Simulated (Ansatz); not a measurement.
Results of the Gaussian-basis code of Ansatz.

A structure relaxed at PBE0-D4/def2-TZVP, charge 0, multiplicity 1:

```xyz
9

Si   -0.2263    1.0272   -1.7193
C    -0.0311    0.0541   -0.1885
C     0.1046   -0.5691    0.8452
C     0.2569   -1.3113    2.0281
S     0.5950   -0.6707    3.4761
H    -1.3024    2.0257   -1.5109
H     1.0565    1.7118   -2.0092
H    -0.5830    0.1227   -2.8383
H     0.1299   -2.3904    1.9169
```

Give its formula and SMILES.

C3H4SSi, `[SiH3]C#CC=S`.

Point group (tolerance 0.08 Å, 0.16 Å for H)?

Cs.

Summarise the bond lengths by kind.

1 × C–Si 1.824 Å; 3 × H–Si 1.482 to 1.483 Å; 2 × C–C 1.215 to 1.405 Å; 1 × C–S 1.619 Å; 1 × C–H 1.092 Å.
